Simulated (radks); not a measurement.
Effect of the nuclear size on neutral praseodymium, [Xe] 4f3 6s2. Method: Dirac Kohn-Sham, LDA (Slater exchange, Perdew-Wang correlation), spin-unpolarised, spherical densities, finite nucleus; open shells fill j = l - 1/2 first; Fermi nuclear charge, rms radius 4.8919 fm; computed with a radial shooting solver on a logarithmic mesh with Libxc functionals. The rms radius is varied about that value; shifts are against it.

rms radius (fm)  total energy shift (eV)  density at nucleus (e/bohr^3)  1s1/2 shift (meV)  2s1/2 shift (meV)  5s1/2 shift (meV)  5p1/2 shift (meV)  6s1/2 shift (meV)  4f5/2 shift (meV)  6p1/2 (empty) shift (meV)
4.3098                             -2.60                      4.267e+05              -1080               -133             -0.953              0.146             -0.049              0.219                      0.043
4.569                              -1.47                      4.214e+05               -611              -75.3             -0.540              0.083             -0.028              0.124                      0.025
4.8919                                 0                      4.152e+05              0.000              0.000              0.000              0.000              0.000              0.000                      0.000
5.2588                              1.77                      4.088e+05                734               90.5              0.649             -0.099              0.033             -0.149                     -0.030
5.8556                              4.86                      3.995e+05               2020                249               1.78             -0.273              0.091             -0.410                     -0.081

Slopes of the eigenvalues against <r^2> in GHz/fm^2, as finite differences over the two radii next to the reference (eigenvalue slopes, not the field-shift constants of lines): 1s1/2 48000, 2s1/2 5920, 5s1/2 42.4, 5p1/2 -6.50, 6s1/2 2.17, 4f5/2 -9.75, 6p1/2 (empty) -1.93.
